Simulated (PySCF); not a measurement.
Structure with atom numbers: `[CH3:1]/[C:2]([F:3])=[C:4](/[F:5])[CH2:6][F:7]`; H(Xn) means a hydrogen on atom n.

Geometry: PBE0-D3(BJ)/def2-SVP; GIAO shifts from PySCF 2.14, gas phase, non-relativistic, averaged over equivalent atoms.

At LDA/pcSseg-1 (144 basis functions, 16 s wall time on 1 thread of an Arm Neoverse V1, shared host):
```tsv
atoms	δ (ppm)
C2	157.8
C4	151.4
C6	86.0
C1	14.0
F3	-140.9
F5	-168.3
F7	-284.5
H(C6)	5.35
H(C1)	1.98
```

Scale: TMS for 13C (180.72 ppm), 1H (30.83 ppm); 19F (139.25 ppm) vs CFCl3 (reference shieldings calculated alike).

Predict the values at PBE0/def2-TZVP on the same geometry.

## Answers


```csv
atoms,δ at PBE0/def2-TZVP,change
C2,153.3,-4.5
C4,146.9,-4.5
C6,80.2,-5.8
C1,13.9,-0.1
F3,-123.9,+17.0
F5,-147.0,+21.3
F7,-240.6,+43.9
H(C6),4.95,-0.40
H(C1),1.94,-0.04
```

Scale: 13C (σref 186.65) and 1H (σref 31.48) against TMS; 19F (σref 178.85) against CFCl3 (reference shieldings calculated alike).

The largest change is at F7 (fluorine on an sp3 carbon). Cost: 247 basis functions, 34 s wall time on 1 thread of an Arm Neoverse V1, shared host. The order of the carbon signals is the same at both levels.

Unscaled 19F shifts against computed CFCl3 carry errors that often reach 10 to 50 ppm.
